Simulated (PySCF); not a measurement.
1,3-thiazole-2-carbaldehyde (C₄H₃NOS), SMILES O=Cc1nccs1.

Coordinates come from a PBE0-D3(BJ)/def2-SVP optimisation. The values are those of a single conformer.

Method: TDA-CAM-B3LYP/def2-SVPD in PySCF.

Vertical excitations. Gas-phase values at a fixed geometry. State labels are in the subgroup Cs.

| state | symmetry | energy (eV) | λ (nm) | f | main pairs |
|---|---|---|---|---|---|
| S1 | A" | 3.79 | 327 | 0.000 | HOMO−1→LUMO 88 % |
| S2 | A" | 4.89 | 253 | 0.001 | HOMO−3→LUMO 93 % |
| S3 | A' | 4.96 | 250 | 0.227 | HOMO→LUMO 89 % |
| S4 | A' | 5.94 | 209 | 0.134 | HOMO−2→LUMO 84 % |
| S5 | A" | 6.59 | 188 | 0.000 | HOMO→LUMO+1 65 %, HOMO→LUMO+3 13 %, HOMO→LUMO+5 11 % |
| S6 | A" | 7.08 | 175 | 0.001 | HOMO−1→LUMO+2 57 %, HOMO−4→LUMO 12 % |
| S7 | A" | 7.29 | 170 | 0.003 | HOMO→LUMO+3 47 %, HOMO→LUMO+1 22 %, HOMO→LUMO+4 8 % |
| S8 | A" | 7.34 | 169 | 0.001 | HOMO−3→LUMO+2 51 %, HOMO−4→LUMO 27 % |
| S9 | A" | 7.40 | 167 | 0.002 | HOMO−2→LUMO+1 47 %, HOMO→LUMO+3 16 %, HOMO−2→LUMO+3 10 %, HOMO−2→LUMO+5 7 % |
| S10 | A' | 7.42 | 167 | 0.181 | HOMO→LUMO+2 71 % |
| T1 | A' | 3.19 | 389 | 0 | HOMO→LUMO 91 % |
| T2 | A" | 3.25 | 382 | 0 | HOMO−1→LUMO 85 % |
| T3 | A' | 4.30 | 288 | 0 | HOMO−2→LUMO 91 % |
| T4 | A" | 4.33 | 286 | 0 | HOMO−3→LUMO 87 % |
Triplets are in the Tamm–Dancoff approximation.
